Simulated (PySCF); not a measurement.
A structure optimised at B3LYP-D3(BJ)/def2-SVP, used in a PySCF frequency run:

```
C
H 1 1.1041
H 1 1.1063 2 106.75
O 1 1.4095 2 107.84 3 117.95
C 1 1.5219 2 110.08 3 -119.23
H 5 1.1018 1 111.01 2 58.52
H 5 1.1023 6 108.08 1 121.29
H 5 1.1027 6 107.99 7 117.05
Al 4 1.6784 1 137.62 2 168.11
F 9 1.6592 4 121.65 1 8.09
Cl 9 2.0812 10 118.67 8 156.31
```
Charge 0, spin multiplicity 1.

Problem. Write its SMILES and formula.

Solution. CC[O][Al]([F])[Cl], C2H5AlClFO

Problem. What are its rotational constants (standard atomic weights)?

Solution. 4.2993, 1.1713, 0.98068 GHz
